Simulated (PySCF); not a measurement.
Nuclear quadrupole coupling in `C=C(C#N)c1nsc(F)n1`

Species: C₅H₂FN₃S.
Cartesian coordinates in Å at the GFN2-xTB level; atoms count from 1:
```xyz
12
C5H2FN3S angstrom
C     -1.4815   -1.2478   -0.4220
C     -1.0806   -0.0705    0.0718
C     -2.0159    0.8892    0.5438
N     -2.7939    1.6417    0.9152
C      0.3236    0.3005    0.1573
N      0.7043    1.4562    0.6418
S      2.3207    1.5990    0.6157
C      2.4338    0.0005   -0.0897
F      3.5823   -0.5490   -0.3931
N      1.2924   -0.5535   -0.2696
H     -0.7588   -1.9622   -0.7763
H     -2.5253   -1.5048   -0.4766
```

Field gradients from the PBE0/pcSseg-1 density (PySCF, non-relativistic), principal values in atomic units, ordered |Vxx| ≤ |Vyy| ≤ |Vzz|:

| atom | Vxx | Vyy | Vzz |
| --- | --- | --- | --- |
| N4 | 0.4854 | 0.5078 | -0.9933 |
| N6 | 0.2422 | 0.6923 | -0.9345 |
| S7 | -0.3421 | -1.9444 | 2.2865 |
| N10 | 0.4119 | 0.4359 | -0.8479 |

Q: Find the asymmetry η = (Vxx − Vyy)/Vzz and the couplings χ = eQV/h (234.96 MHz × Q in barn × V in au), with Q(14N) = 0.02044 b, Q(33S) = −0.0678 b.

A: 
| atom | environment | nucleus | η | χzz (MHz) | χxx (MHz) | χyy (MHz) |
| --- | --- | --- | --- | --- | --- | --- |
| N4 | nitrile nitrogen | 14N | 0.02 | -4.770 | 2.331 | 2.439 |
| N6 | pyridine-type nitrogen | 14N | 0.48 | -4.488 | 1.163 | 3.325 |
| S7 | ring sulfur | 33S | 0.70 | -36.43 | 5.45 | 30.98 |
| N10 | pyridine-type nitrogen | 14N | 0.03 | -4.072 | 1.978 | 2.094 |

The gradient is axial or nearly so (η below 0.05) at N4 and N10. 

Q: What is Vzz at N6 in SI units (1 au = 9.71736 × 10²¹ V/m²)?

A: -0.9345 au = -9.081 × 10²¹ V/m².

Q: And the gradient at the other heavy atoms, for which no coupling is worked out here?

A: 
```tsv
atom	environment	Vzz (au)	η
C1	terminal =CH2 carbon	0.442	0.05
C2	fully substituted alkene carbon	-0.219	0.37
C3	nitrile carbon	-0.360	0.00
C5	substituted aromatic carbon	-0.190	0.87
C8	aromatic C–F carbon	-0.258	0.57
F9	aryl fluorine	2.960	0.17
```

Q: What couplings would deuterons (Q(2H) = 0.00286 b) have in place of the hydrogens, at this geometry?

A: 
| atom | bonded to | bond length (Å) | Vzz (au) | η | χzz (kHz) |
| --- | --- | --- | --- | --- | --- |
| H11 | C1 | 1.076 | 0.3268 | 0.02 | 220 |
| H12 | C1 | 1.076 | 0.3296 | 0.03 | 221 |

Geometry: GFN2-xTB, one conformer, isolated molecule. GFN2-xTB bond lengths can be off by several hundredths of an ångström, more for odd bonds, and the gradients follow them. A larger basis could move these couplings by a tenth or more.
